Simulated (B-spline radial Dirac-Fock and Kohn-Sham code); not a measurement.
Magnetic form factor of the 3d shell of Pr³²⁺

System: Pr³²⁺, [Ar] 3d9.

Method: Dirac-Fock orbitals of the configuration average with a finite nucleus. Computed with a radial atomic solver. ⟨j_K⟩ is the integral of the 3d radial density with the spherical Bessel function j_K(4πsr), s = sin θ/λ.

```tsv
s (Å⁻¹)	⟨j0⟩	⟨j2⟩	⟨j4⟩
0	1.0000	0.0000	0.0000
0.05	0.9988	0.0005	0.0000
0.1	0.9952	0.0019	0.0000
0.15	0.9892	0.0043	0.0000
0.2	0.9809	0.0076	0.0000
0.25	0.9702	0.0118	0.0001
0.3	0.9574	0.0169	0.0001
0.35	0.9425	0.0227	0.0002
0.4	0.9257	0.0292	0.0004
0.45	0.9069	0.0364	0.0006
0.5	0.8864	0.0442	0.0009
0.6	0.8407	0.0613	0.0018
0.7	0.7897	0.0798	0.0031
0.8	0.7349	0.0989	0.0051
0.9	0.6773	0.1182	0.0077
1	0.6183	0.1369	0.0110
1.1	0.5591	0.1545	0.0150
1.2	0.5006	0.1705	0.0197
1.4	0.3895	0.1966	0.0311
1.6	0.2904	0.2134	0.0442
```

Radial moments of the shell: ⟨r²⟩ = 0.06560, ⟨r⁴⟩ = 0.007433, ⟨r⁶⟩ = 0.001299 in powers of bohr.
